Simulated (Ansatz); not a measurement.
`FB(F)S` + dimethylamine → `CN(C)B(F)S` + H–F  (ligand exchange at a B–F bond)

Isolated molecules relaxed with PBE0-D4/def2-TZVP in Ansatz; ΔE leaves out vibrations. CCSD(T)/CBS adds triple-zeta CCSD(T) − MP2 to the extrapolated MP2 energy (def2 sets, frozen cores). This one scheme is used for every species. Functionals use def2-TZVPP. Each species was taken in one conformer, which may not be the lowest.

```csv
level,ΔE (kJ/mol)
r2SCAN-D4,23.3
ωB97M-V,21.1
B2PLYP,25.7
PBE,24.8
MP2/def2-TZVPP,10.3
CCSD(T)/def2-TZVPP,16.8
SCS-MP2/def2-QZVPP,15.5
MP2/CBS(def2),5.5
```

(1) What does CCSD(T)/CBS give? (An estimate is asked.)

Largest T1 diagnostic among the species: 0.013.

Results:

(1) The calculation gave: +12.0 kJ/mol. The listed levels differ from it by 11.3, 9.1, 13.7, 12.8, -1.7, 4.8, 3.5, -6.5 kJ/mol.

In def2-TZVPP, CCSD(T) changes the Hartree–Fock value by −28.7 kJ/mol (the triples alone add −3.9 kJ/mol) and MP2 by −35.2 kJ/mol. The D4 term adds −12.8 kJ/mol with B3LYP and −7.3 kJ/mol with PBE0; it sums over pairs of atoms, weighted by their polarisabilities, and B3LYP, whose exchange is more repulsive, gets the larger term.

B3LYP here is the variant with VWN-RPA as its local correlation; programs differ in this.
